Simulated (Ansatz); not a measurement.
Basis-set extrapolation for C2H8OSi2, SMILES `C[SiH2]C(=O)[SiH3]` (PBE0-D4/def2-TZVP geometry, frozen core, Ansatz). Multiplicity 1, RHF reference.

```
                      def2-TZVPP   def2-QZVPP
                 HF  -733.181274  -733.206487
    MP2 correlation    -0.812771    -0.870843
CCSD(T) correlation    -0.906204      not run
```

Energies in hartree. Use E(X) = E(∞) + A·exp(−7.88·√X) for Hartree–Fock and E(X) = E(∞) + B·X^(−2.97) for correlation, with X = 3 and 4, and add CCSD(T) minus MP2 of the smaller set to the MP2 limit.

What is the CCSD(T) energy at the basis-set limit?

HF limit: -733.206487 + (-0.025213) × 0.13774 = -733.20996. MP2 limit: -0.870843 + (-0.058072) × 0.74074 = -0.91386. Higher-order term: -0.906204 − (-0.812771) = -0.09343. Total: -734.21725 hartree, 81.4 kcal/mol below CCSD(T)/def2-TZVPP.
